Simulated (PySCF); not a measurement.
Gas-phase equilibrium of 1 mol SO2, 48 mol O2 at 1400 K and 0.00100 bar, among 11 species (S2O, SO2, O2, O, S2, S6, O3, SO, S8, S, SO3). Only gases are allowed; each row takes one source of thermochemistry for all species, and Cantera finds the minimum.

Energies from PySCF (xtb for GFN2), thermal terms from the rigid-rotor harmonic-oscillator model, ideal gas at 1 bar. † marks an energy on the PBE0/def2-TZVP geometry and frequencies; other levels use their own. MP2 freezes the core. Open shells (unrestricted) among the columns below: O2 (multiplicity 3), O (multiplicity 3, electronic degeneracy 9), SO (multiplicity 3); the rest are closed-shell singlets. GFN2 has no spin-polarisation term. Spin-orbit splitting is ignored; it lowers the true energy and changes the entropy of O. MP2 isn't extrapolated to the basis-set limit. The harmonic model lacks anharmonicity and excited electronic states, which grow with temperature; levels with a mode under 35 cm⁻¹ are left out. Strong static correlation: O3.

Molecules larger than those listed are left out.

With BLYP/def2-TZVP† thermochemistry: O2 0.98, O3 1.6e-11, SO3 2.9e-6, SO2 0.020, SO 2.0e-6, O 2.4e-6.

Q: How far does the composition move with the other sources (GFN2-xTB, MP2/def2-SVP†, PBE/def2-TZVP†, r2SCAN/def2-TZVP†)?

A: 
```json
[
 {"thermochemistry": "BLYP/def2-TZVP†", "x O2": "0.98", "x O3": "1.6e-11", "x SO3": "2.9e-6", "x SO2": "0.020", "x SO": "2.0e-6", "x O": "2.4e-6"},
 {"thermochemistry": "GFN2-xTB", "x O2": "0.067", "x O3": "0.90", "x SO3": "0.027", "x SO2": "0.0030", "x SO": "<1e-12", "x O": "<1e-12"},
 {"thermochemistry": "MP2/def2-SVP†", "x O2": "0.98", "x O3": "3.6e-12", "x SO3": "6.0e-8", "x SO2": "0.020", "x SO": "0.00010", "x O": "3.8e-5"},
 {"thermochemistry": "PBE/def2-TZVP†", "x O2": "0.98", "x O3": "5.3e-11", "x SO3": "2.4e-5", "x SO2": "0.020", "x SO": "5.4e-7", "x O": "5.3e-7"},
 {"thermochemistry": "r2SCAN/def2-TZVP†", "x O2": "0.98", "x O3": "<1e-12", "x SO3": "7.1e-5", "x SO2": "0.020", "x SO": "1.6e-6", "x O": "6.3e-6"}
]
```
The most sensitive of these is O3: it spans a factor of 10^12.0 over these rows; at this temperature one factor of ten is RT ln 10 = 27 kJ/mol.
